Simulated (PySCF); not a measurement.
## GaGe at UHF-CCSD(T)

Computed with UHF-CCSD(T); basis Ga cc-pVDZ-PP with ECP10, Ge cc-pVDZ-PP with ECP10; scalar-relativistic core potentials; PySCF 2.14.

For GaGe, the state is ⁴Σ⁻ (quartet), unpaired electrons σ ↑, π ↑↑. The bond length is 2.510 Å and the harmonic wavenumber is 220 cm⁻¹. The force constant is 1.02 mdyn/Å. The rotational constant Be is 0.07504 cm⁻¹ and the anharmonicity ωexe is 0.635 cm⁻¹. The vibration–rotation constant αe is 0.000324 cm⁻¹. The well depth De to Ga + Ge is 203 kJ/mol and the dissociation energy D0 is 202 kJ/mol.

Correlated steps freeze 8 core orbitals. Correlated levels converge slowly with the basis: in double zeta they bind strong bonds too weakly, by up to about 1 eV, and carry superposition errors of some tenths. Spin–orbit coupling is left out. The state was picked by a PBE0 search and need not be the measured ground state.
